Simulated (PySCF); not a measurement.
Cu²⁺: excitation energy

Cu²⁺ [Ar] 3d9 (2D) → Cu²⁺ [Ar] 3d8 4s1 (4F), as a difference of total energies. All numbers are calculated (PySCF 2.14, no relativity, point nucleus, in def2-QZVPPD). Correlated levels: valence: [Ar] frozen; valence and next inner shell: [Ne] frozen. The calculations carry no spin-orbit coupling.

```
                                method  excitation energy (eV)
                                   UHF                   6.458
                                   LDA                   8.498
                                   PBE                   8.062
                                  PBE0                   7.903
                                r2SCAN                   7.463
                             BHandHLYP                   7.551
                             CAM-B3LYP                   7.909
                                  PW91                   8.086
                                revPBE                   8.070
                         MP2 (valence)                   8.420
                     SCS-MP2 (valence)                   8.375
    MP2 (valence and next inner shell)                   8.781
SCS-MP2 (valence and next inner shell)                   8.596
```

Problem. How much does correlation contribute at MP2 (valence and next inner shell)?

Solution. 8.781 − (6.458) = 2.323 eV, measured against UHF.

A first-order spin-orbit estimate (lowest level to lowest level, LS coupling) adds -0.070 eV.
